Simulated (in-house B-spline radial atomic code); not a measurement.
Results of a calculation; reference values are marked as such.
Mg in an electron gas of r_s = 2.07: phase shifts, screening, friction and resistivity

A nucleus sits in a uniform electron gas with a rigid positive background. The Kohn-Sham equations are solved self-consistently in the spin-unpolarised LDA (PW92), non-relativistic, on B-splines with outgoing waves at the boundary and partial waves to l = 8. The model has no lattice, no bands and no magnetic solution. Atomic units; δ_l are the phase shifts at the Fermi level, counted so that each bound state adds π, and good to about 0.0005.

The density parameter is r_s = 2.07 bohr, near that of the valence electrons of Al (3 per atom, density 2.7 g/cm³, mass 26.98 u, which gives r_s = 2.07).

| l | δ_l (rad) |
| --- | --- |
| 0 | 6.2594 |
| 1 | 3.6212 |
| 2 | 0.2819 |
| 3 | 0.0353 |
| 4 | 0.0059 |
| 5 | 0.0011 |
| 6 | 0.0002 |
| 7 | 0.0000 |
| 8 | 0.0000 |

Bound levels below the band bottom (hartree): s -45.54, s -2.529, p -1.342.

Task: Check the Friedel sum rule, and say where the screening charge sits.

Result: k_F = (9π/4)^(1/3)/r_s = 0.92713. The rule is Z = (2/π) Σ (2l + 1) δ_l. The terms are s 3.985, p 6.916, d 0.897, f 0.157 and 0.043 beyond, in all 11.999 against Z = 12. Bound states hold 4 s, 6 p, 0 d electrons, so the scattering states carry 2.00 in all.

Task: Find the transport cross section and the electronic stopping of a 5 keV Mg ion (mass 24.3 u).

Result: σ_tr = (4π/k_F²) Σ (l + 1) sin²(δ_l − δ_(l+1)). The terms for l = 0 to 3 are 0.2327, 0.0772, 0.1788, 0.0035, all together 0.4922, so σ_tr = 14.619 × 0.4922 = 7.196 bohr². With n = 3/(4π r_s³) = 0.02692, the friction coefficient is Q = n k_F σ_tr = 0.1796. For v well below v_F = 0.927, dE/dx = Q v; with 24801 eV per u at v = 1, v = √(5000/(24801 × 24.3)) = 0.0911, so dE/dx = 0.01636 hartree/bohr = 8.41 eV/nm. The largest term couples the s and p waves.

Task: What residual resistivity would 1 atomic per cent of such centres give in Al?

Result: Δρ = k_F n_i σ_tr/n in atomic units of 21.74 μΩ·cm. With one host atom per 3 electrons, n_i/n = 0.01/3, so Δρ = 0.9271 × 0.00333 × 7.196 × 21.74 = 0.48 μΩ·cm. This is an atom added to the gas, as on an interstitial site.

Task: On a substitutional site the background of one host ion, a sphere holding 3 charges, is taken out. The phase shifts for l = 0 to 4 become 5.6834, 2.9936, -0.0446, -0.0297, -0.0081. What follows?

Result: The Friedel sum is now 9.00, for Z − 3 = 9. The sum in σ_tr is 0.2147, so σ_tr = 3.14 bohr² and Δρ = 0.21 μΩ·cm per atomic per cent, 0.44 times the value above. A real host ion scatters too, so this model doesn't give zero even for the host's own atom.
